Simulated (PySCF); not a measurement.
## Electron correlation in Ca⁻ (calcium, charge -1)

[Ar] 3d1 4s2, 2D determinant. All numbers are calculated (PySCF 2.14, no relativity, point nucleus, in dyall-av2z (17s13p4d, 76 functions)). Frozen: [Ar]; 3 electrons correlated; the 20 highest virtual orbitals of each spin left out.

```tsv
level	correlation energy (mhartree)
CCSD	-53.37
(T)	-8.78
CCSD(T)	-62.15
```

Diagnostics: T1 = 0.055, D1 = 0.1194, largest double amplitude 0.457.

The configuration of this anion was assumed by filling the next shell in order. It is not the known or likely ground configuration (Ca⁻, Sr⁻ and Ba⁻, for instance, bind a p electron), so these values are not the electron affinity of the element. T1 exceeds 0.03, a sign that the reference determinant is poor. A double-excitation amplitude exceeds 0.15, a sign of near-degeneracy.

Cost of the coupled-cluster step: about 8 core-seconds, for 3 correlated electrons.

Iterations:

```
CC2 = 0
CCSD nocc = (np.int64(2), np.int64(1)), nmo = (47, 47)
frozen orbitals [[0, 1, 2, 3, 4, 5, 6, 7, 8, 56, 57, 58, 59, 60, 61, 62, 63, 64, 65, 66, 67, 68, 69, 70, 71, 72, 73, 74, 75], [0, 1, 2, 3, 4, 5, 6, 7, 8, 56, 57, 58, 59, 60, 61, 62, 63, 64, 65, 66, 67, 68, 69, 70, 71, 72, 73, 74, 75]]
max_cycle = 100
direct = 0
conv_tol = 1e-08
conv_tol_normt = 1e-06
diis_space = 8
diis_start_cycle = 0
Init t2, MP2 energy = -0.0249548651297575
Init E_corr(UCCSD) = -0.0249548651435437
cycle = 1  E_corr(UCCSD) = -0.0341706943843546  dE = -0.00921582924  norm(t1,t2) = 0.130315
cycle = 2  E_corr(UCCSD) = -0.0390196421303427  dE = -0.00484894775  norm(t1,t2) = 0.0958323
cycle = 3  E_corr(UCCSD) = -0.048221805107444  dE = -0.00920216298  norm(t1,t2) = 0.078734
cycle = 4  E_corr(UCCSD) = -0.049609755002761  dE = -0.0013879499  norm(t1,t2) = 0.0464204
cycle = 5  E_corr(UCCSD) = -0.0520684951463916  dE = -0.00245874014  norm(t1,t2) = 0.032113
cycle = 6  E_corr(UCCSD) = -0.05042221385954  dE = 0.00164628129  norm(t1,t2) = 0.0202638
cycle = 7  E_corr(UCCSD) = -0.0515210685412649  dE = -0.00109885468  norm(t1,t2) = 0.023995
cycle = 8  E_corr(UCCSD) = -0.0533900465461027  dE = -0.001868978  norm(t1,t2) = 0.014816
cycle = 9  E_corr(UCCSD) = -0.0532854277174568  dE = 0.000104618829  norm(t1,t2) = 0.00151454
cycle = 10  E_corr(UCCSD) = -0.0533826098687321  dE = -9.71821513e-05  norm(t1,t2) = 0.00108995
cycle = 11  E_corr(UCCSD) = -0.053362794921634  dE = 1.98149471e-05  norm(t1,t2) = 0.000382759
cycle = 12  E_corr(UCCSD) = -0.0533780727640759  dE = -1.52778424e-05  norm(t1,t2) = 0.00025554
cycle = 13  E_corr(UCCSD) = -0.0533735044427168  dE = 4.56832136e-06  norm(t1,t2) = 0.000169575
cycle = 14  E_corr(UCCSD) = -0.0533706730981938  dE = 2.83134452e-06  norm(t1,t2) = 7.67211e-05
cycle = 15  E_corr(UCCSD) = -0.0533711288095002  dE = -4.55711306e-07  norm(t1,t2) = 2.27449e-05
cycle = 16  E_corr(UCCSD) = -0.053371146747523  dE = -1.79380228e-08  norm(t1,t2) = 8.85222e-06
cycle = 17  E_corr(UCCSD) = -0.0533711740721427  dE = -2.73246197e-08  norm(t1,t2) = 2.75292e-06
cycle = 18  E_corr(UCCSD) = -0.053371183458628  dE = -9.38648524e-09  norm(t1,t2) = 1.15242e-06
cycle = 19  E_corr(UCCSD) = -0.0533712029985074  dE = -1.95398795e-08  norm(t1,t2) = 5.06873e-07
cycle = 20  E_corr(UCCSD) = -0.0533712098412159  dE = -6.84270849e-09  norm(t1,t2) = 1.95275e-07
UCCSD converged
E(UCCSD) = -676.7172214224529  E_corr = -0.05337120984121594
UCCSD(T) correction = -0.00877547889137738
```
